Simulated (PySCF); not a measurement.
Point-charge models of `C[Si@@H](C#N)N[SiH3]` against its computed dipole.

Coordinates (GFN2-xTB, Å) and charges (e) from the PBE0/pcSseg-1 density (PySCF):

```json
{"atom": "C1", "x": "2.199", "y": "-0.666", "z": "-0.219", "Mulliken": "-0.6470", "IAO": "-0.7231", "Hirshfeld": "-0.2049", "ESP-fitted": "-0.7340"}
{"atom": "Si2", "x": "0.701", "y": "0.430", "z": "0.152", "Mulliken": "+0.9706", "IAO": "+1.0414", "Hirshfeld": "+0.4419", "ESP-fitted": "+0.7293"}
{"atom": "C3", "x": "0.362", "y": "1.507", "z": "-1.342", "Mulliken": "-0.2142", "IAO": "-0.1728", "Hirshfeld": "-0.0343", "ESP-fitted": "+0.1507"}
{"atom": "N4", "x": "0.150", "y": "2.173", "z": "-2.250", "Mulliken": "-0.2081", "IAO": "-0.1992", "Hirshfeld": "-0.2029", "ESP-fitted": "-0.3933"}
{"atom": "N5", "x": "-0.689", "y": "-0.568", "z": "0.379", "Mulliken": "-0.8396", "IAO": "-0.9432", "Hirshfeld": "-0.3293", "ESP-fitted": "-0.7658"}
{"atom": "Si6", "x": "-2.352", "y": "-0.086", "z": "0.553", "Mulliken": "+0.6258", "IAO": "+0.7538", "Hirshfeld": "+0.3596", "ESP-fitted": "+0.4419"}
{"atom": "H7", "x": "2.388", "y": "-1.359", "z": "0.596", "Mulliken": "+0.1438", "IAO": "+0.1613", "Hirshfeld": "+0.0494", "ESP-fitted": "+0.1931"}
{"atom": "H8", "x": "2.055", "y": "-1.248", "z": "-1.125", "Mulliken": "+0.1546", "IAO": "+0.1680", "Hirshfeld": "+0.0520", "ESP-fitted": "+0.1897"}
{"atom": "H9", "x": "3.093", "y": "-0.065", "z": "-0.355", "Mulliken": "+0.1538", "IAO": "+0.1695", "Hirshfeld": "+0.0519", "ESP-fitted": "+0.1898"}
{"atom": "H10", "x": "0.917", "y": "1.355", "z": "1.273", "Mulliken": "-0.0764", "IAO": "-0.1383", "Hirshfeld": "-0.0735", "ESP-fitted": "-0.1271"}
{"atom": "H11", "x": "-0.504", "y": "-1.548", "z": "0.513", "Mulliken": "+0.2235", "IAO": "+0.2757", "Hirshfeld": "+0.1213", "ESP-fitted": "+0.3664"}
{"atom": "H12", "x": "-2.723", "y": "0.707", "z": "-0.615", "Mulliken": "-0.0753", "IAO": "-0.1263", "Hirshfeld": "-0.0744", "ESP-fitted": "-0.0641"}
{"atom": "H13", "x": "-2.500", "y": "0.709", "z": "1.775", "Mulliken": "-0.1020", "IAO": "-0.1445", "Hirshfeld": "-0.0831", "ESP-fitted": "-0.0935"}
{"atom": "H14", "x": "-3.097", "y": "-1.341", "z": "0.644", "Mulliken": "-0.1096", "IAO": "-0.1223", "Hirshfeld": "-0.0735", "ESP-fitted": "-0.0831"}
```

Question: Form Σ q r in debye for every column and set it beside the full dipole.

Answer: The full density gives (0.89, -3.29, 2.84) D, 4.44 D in size; dipole vectors point from the negative to the positive end.

```json
{"scheme": "Mulliken", "μx": "0.04", "μy": "-1.59", "μz": "3.57", "size (D)": "3.91", "share of the full size (%)": "88", "angle to the full dipole (°)": "27"}
{"scheme": "IAO", "μx": "-0.01", "μy": "-1.80", "μz": "2.94", "size (D)": "3.45", "share of the full size (%)": "78", "angle to the full dipole (°)": "21"}
{"scheme": "Hirshfeld", "μx": "0.44", "μy": "-2.14", "μz": "2.22", "size (D)": "3.11", "share of the full size (%)": "70", "angle to the full dipole (°)": "6"}
{"scheme": "ESP-fitted", "μx": "0.88", "μy": "-3.26", "μz": "2.83", "size (D)": "4.41", "share of the full size (%)": "99", "angle to the full dipole (°)": "0"}
```

Question: Which set comes closest?

Answer: Length of the difference vector: ESP-fitted 0.03 D, Hirshfeld 1.38 D, IAO 1.74 D, Mulliken 2.04 D. Closest: ESP-fitted. The schemes that divide the density aren't constrained to reproduce the dipole.

Question: What is left for the Hirshfeld atoms' own dipoles?

Answer: The Hirshfeld atoms' densities add up to the full density, so μ = Σ q r + Σ (atomic dipoles). The atomic dipoles sum to (0.89, -3.29, 2.84) − (0.44, -2.14, 2.22) = (0.45, -1.15, 0.62) D, 1.38 D in size.

Question: With the origin at the mean of the coordinates, (0.000, 0.000, -0.002) Å, which are the largest single terms, by size, of the Hirshfeld dipole along the direction of the full one?

Answer: N4 +2.94, N5 -0.83, H11 +0.80, C1 -0.78, H12 +0.52 D; all 14 atoms together +3.10 D. The single terms depend on the origin, their sum doesn't.

Question: Give the size of the full dipole in other units.

Answer: 4.44 D = 1.746 au = 0.924 e·Å = 14.80 × 10⁻³⁰ C·m.

Isolated species at its GFN2-xTB geometry (one conformer only).

Shape of the structure used: `[CH3:1][Si@@H:2]([C:3]#[N:4])[NH:5][SiH3:6]`: C1–Si2–N5–Si6 -172°.
